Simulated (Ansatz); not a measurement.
Calculated with Ansatz (gas phase, PBE0-D4/def2-TZVP geometries, no zero-point term in ΔE). CBS: MP2 limit from def2 TZ/QZ plus the TZ coupled-cluster correction, frozen cores. This one scheme is used for every species. Functionals use def2-TZVPP. HSE06 is defined as in plane-wave codes. Each species was taken in one conformer, which may not be the lowest.

`N[SiH2][CH2][AlH2]` + H₂S → `N[SiH2]CS` + `[AlH3]`  (substitution at a C–Al bond)

`N[SiH2][CH2][AlH2]`:

Z-matrix (Å, degrees):
```
Si
C 1 1.858
N 1 1.722 2 111.0
H 1 1.491 2 111.6 3 -117.7
H 1 1.498 2 107.3 3 126.1
Al 2 1.947 1 114.6 3 169.0
H 2 1.096 1 107.6 3 47.5
H 2 1.097 1 107.9 3 -69.6
H 3 1.008 1 119.6 2 55.0
H 3 1.008 1 119.2 2 -163.7
H 6 1.588 2 119.7 1 -89.6
H 6 1.588 2 120.5 1 90.7
```

H₂S:

```xyz
3

S    -0.290    0.403    0.370
H    -0.599   -0.170   -0.802
H     0.889   -0.232    0.432
```

`N[SiH2]CS`:

Cartesian coordinates in Å:
```
N 0.296 1.235 -0.986
Si 0.874 -0.102 -0.067
C -0.479 -0.751 1.056
S -1.994 -1.101 0.128
H 0.498 1.283 -1.971
H 0.228 2.156 -0.585
H 1.264 -1.150 -1.042
H 2.041 0.249 0.797
H -0.682 -0.069 1.887
H -0.148 -1.699 1.490
H -1.897 -0.050 -0.707
```

`[AlH3]`:

Z-matrix (Å, degrees):
```
Al
H 1 1.586
H 1 1.586 2 120.0
H 1 1.586 2 120.0 3 -179.9
```

Q: Is it downhill or uphill in electronic energy at CCSD(T)/CBS, and by how much? (An estimate is asked.)

A: The calculation gave: Uphill: ΔE = +71.4 kJ/mol.

Q: What do these levels give: LDA (SPW92), PBE-D4, r2SCAN0-D4, HSE06-D4, ωB97M-V, PBE, PBE0, RPA@PBE/def2-TZVPP, HF/def2-SVP, MP2/def2-SVP, SCS-MP2/def2-QZVPP, MP2/CBS(def2)? (Estimate.)

A: The calculation gave: LDA (SPW92) 66.3, PBE-D4 67.0, r2SCAN0-D4 73.3, HSE06-D4 69.1, ωB97M-V 70.3, PBE 69.1, PBE0 70.5, RPA@PBE/def2-TZVPP 69.2, HF/def2-SVP 69.6, MP2/def2-SVP 70.4, SCS-MP2/def2-QZVPP 69.6, MP2/CBS(def2) 71.5 kJ/mol.

Q: What do rigid-rotor, harmonic-oscillator terms from PBE0-D4/def2-TZVP frequencies (298.15 K, 1 bar) make of the CCSD(T)/CBS value? (Best estimate.)

A: Ansatz gave: ΔZPE = +1.8 kJ/mol, ΔH = +70.9 kJ/mol, ΔS = -24 J/(mol·K), ΔG = +78.1 kJ/mol. Modes under 50 cm⁻¹ make the entropy rough.

Largest T1 diagnostic among the species: 0.010.

In def2-TZVPP, CCSD(T) changes the Hartree–Fock value by +4.1 kJ/mol (the triples alone add −0.7 kJ/mol) and MP2 by +4.3 kJ/mol. The D4 term adds −3.5 kJ/mol with B3LYP and −1.7 kJ/mol with PBE0; it sums over pairs of atoms, weighted by their polarisabilities, and B3LYP, whose exchange is more repulsive, gets the larger term. Leaving LDA and LC-ωPBE aside and taking each functional with its dispersion term where it has one, the values, not all of them listed here, spread over 11.1 kJ/mol, from revPBE-D4 to r2SCANh-D4.

B3LYP here is the variant with VWN-RPA as its local correlation; programs differ in this.
